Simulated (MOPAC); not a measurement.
Input for MOPAC: PM6 on iminoborane (SMILES B=N), a point of a bond scan (R = 2.678 Å).

```
PM6 1SCF PRECISE CHARGE=0 THREADS=1
BH2N

B     -0.00000000 1    -0.00000000 1    -0.69205561 1
N      0.00000000 1     0.00000000 1     0.54091709 1
H     -0.00000000 1    -0.00000000 1    -1.85891024 1
H      0.00000000 1     0.00000000 1     3.21891622 1
```

Output:

```
*******************************************************************************
 **                                                                           **
 **                              MOPAC v23.2.5                                **
 **                                                                           **
 *******************************************************************************
 ** MOPAC's Digital Object Identifier: https://doi.org/10.5281/zenodo.6511958 **
 **                                                                           **
 ** Please cite the open-source release paper for use of this MOPAC version:  **
 ** J. E. Moussa and J. J. P. Stewart (2026)                                  **
 ** MOPAC: An open-source semiempirical molecular orbital program             **
 ** J. Open Source Softw., 11(119), 8025, https://doi.org/10.21105/joss.08025 **
 *******************************************************************************

                              PM6 CALCULATION RESULTS

 *******************************************************************************
 *  PM6        - The PM6 Hamiltonian to be used
 *
 *
 *
 *                 CHARGE ON SYSTEM = 0
 *
 *
 *
 *  PRECISE    - TIGHTER CRITERIA TO BE USED
 *  1SCF       - DO 1 SCF AND THEN STOP
 *  THREADS=1  - MULTI-THREADING NOT USED
 *  T=         - A TIME OF 172800.0 SECONDS REQUESTED
 *  DUMP=N     - RESTART FILE WRITTEN EVERY 7200.0 SECONDS REQUESTED
 *******************************************************************************
PM6 1SCF PRECISE CHARGE=0 THREADS=1
 BH2N

   ATOM   CHEMICAL          X               Y               Z
  NUMBER   SYMBOL      (ANGSTROMS)     (ANGSTROMS)     (ANGSTROMS)

     1       B         -0.00000000  *  -0.00000000  *  -0.69205561  *
     2       N          0.00000000  *   0.00000000  *   0.54091709  *
     3       H         -0.00000000  *  -0.00000000  *  -1.85891024  *
     4       H          0.00000000  *   0.00000000  *   3.21891622  *



          CARTESIAN COORDINATES

    NO.       ATOM           X           Y           Z

     1         B         -0.0000     -0.0000     -0.6921
     2         N          0.0000      0.0000      0.5409
     3         H         -0.0000     -0.0000     -1.8589
     4         H          0.0000      0.0000      3.2189

 General Reference for PM6:
 "Optimization of Parameters for Semiempirical Methods V: Modification of NDDO Approximations
 and Application to 70 Elements", J. J. P. Stewart, J. Mol. Mod., 13, 1173-1213 (2007)
 URL: https://link.springer.com/article/10.1007/s00894-007-0233-4

           Empirical Formula: H2 N B  =     4 atoms



      MOLECULAR POINT GROUP   :   C*v


      RHF CALCULATION, NO. OF DOUBLY OCCUPIED LEVELS = 5


 -------------------------------------------------------------------------------
 PM6 1SCF PRECISE CHARGE=0 THREADS=1
 BH2N



     1SCF WAS SPECIFIED, SO BFGS WAS NOT USED
     SCF FIELD WAS ACHIEVED


                              PM6 CALCULATION
                                                       MOPAC v23.2.5 Linux




          FINAL HEAT OF FORMATION =        190.10943 KCAL/MOL =     795.41784 KJ/MOL


          COSMO AREA              =         78.86 SQUARE ANGSTROMS
          COSMO VOLUME            =         56.04 CUBIC ANGSTROMS

          IONIZATION POTENTIAL    =          9.571728 EV
          HOMO LUMO ENERGIES (EV) =         -9.572 -4.222
          NO. OF FILLED LEVELS    =          5
          MOLECULAR WEIGHT        =         26.8325         POINT GROUP:  C*v

          MOLECULAR DIMENSIONS (Angstroms)

            Atom       Atom       Distance
            H     4    H     3     5.07783
            H     4    H     3     0.00000
            B     1    N     2     0.00000


          SCF CALCULATIONS        =          1





   ATOM   CHEMICAL          X               Y               Z
  NUMBER   SYMBOL      (ANGSTROMS)     (ANGSTROMS)     (ANGSTROMS)

     1       B         -0.00000000  *  -0.00000000  *  -0.69205561  *
     2       N          0.00000000  *   0.00000000  *   0.54091709  *
     3       H         -0.00000000  *  -0.00000000  *  -1.85891024  *
     4       H          0.00000000  *   0.00000000  *   3.21891622  *

                             CARTESIAN COORDINATES

   1    B       -0.000000000    -0.000000000    -0.692055610
   2    N        0.000000000     0.000000000     0.540917090
   3    H       -0.000000000    -0.000000000    -1.858910240
   4    H        0.000000000     0.000000000     3.218916220


           Empirical Formula: H2 N B  =     4 atoms



      MOLECULAR POINT GROUP   :   C*v


                  EIGENVALUES
 -25.31268 -13.98956 -10.12557  -9.57173  -9.57173  -4.22224   3.78526   3.78526
   4.48831   7.74657


              NET ATOMIC CHARGES AND DIPOLE CONTRIBUTIONS

  ATOM NO.   TYPE          CHARGE      No. of ELECS.   s-Pop       p-Pop
    1          B          -0.197605        3.1976     1.11260     2.08501
    2          N          -0.606587        5.6066     1.72618     3.88041
    3          H           0.162999        0.8370     0.83700
    4          H           0.641194        0.3588     0.35881
 DIPOLE           X         Y         Z       TOTAL
 POINT-CHG.     0.000     0.000     7.539     7.539
 HYBRID        -0.000    -0.000     0.097     0.097
 SUM           -0.000    -0.000     7.636     7.636


          ATOMIC ORBITAL ELECTRON POPULATIONS

     Atom    s        px        py        pz
    1  B   1.11260   0.62963   0.62963   0.82575
    2  N   1.72618   1.37037   1.37037   1.13967
    3  H   0.83700
    4  H   0.35881

 **********************
 *                    *
 * JOB ENDED NORMALLY *
 *                    *
 **********************




 == MOPAC DONE ==
```

The run finished.

Cost: around 0.020 core-seconds (rough).
